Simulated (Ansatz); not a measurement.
CH4BN, SMILES `B[C]N` (excited triplet) (charge 0, multiplicity 3). This triplet is an excited state, 1.56 eV above the relaxed singlet at the level composite: frozen-core CCSD(T) with HF/cc-pVQZ and the correlation energy extrapolated as X^-3 from cc-pVTZ and cc-pVQZ, plus CCSDT(Q) minus CCSD(T) in cc-pVDZ // PBE0-D3(BJ)/def2-TZVP (Ansatz, a program for electronic structure).

Cartesian coordinates (Å):
SMILES: B[C]N
```xyz
7

B      1.3024     0.0464     0.3799
C     -0.0326    -0.4965     0.0441
N     -1.3026    -0.1386     0.0571
H      1.3575     1.1714     0.8132
H      2.2954    -0.6002     0.2301
H     -2.0318    -0.7605    -0.2498
H     -1.5883     0.7780     0.3776
```
Charge 0, spin multiplicity 3.

Frozen-core energies in 6-31g from Ansatz at a geometry from PBE0-D3(BJ)/def2-TZVP; the HF reference has <S^2> = 2.01 and the T1 diagnostic is 0.025.

| level | energy (Ha) |
|---|---|
| HF | -119.19215 |
| MP2 | -119.40579 |
| CCSD | -119.43901 |
| CCSD(T) | -119.44479 |

Task: Estimate the energies of CCSDT, CCSDT(Q) and CCSDTQ, and give each level's difference from CCSDTQ.

Result: 
| level | energy (Ha) | difference from CCSDTQ (mHa) |
|---|---|---|
| MP2 | -119.40579 | 40.44 |
| CCSD | -119.43901 | 7.22 |
| CCSD(T) | -119.44479 | 1.44 |
| CCSDT | -119.44577 | 0.46 |
| CCSDT(Q) | -119.44627 | -0.04 |
| CCSDTQ | -119.44623 | 0.00 |
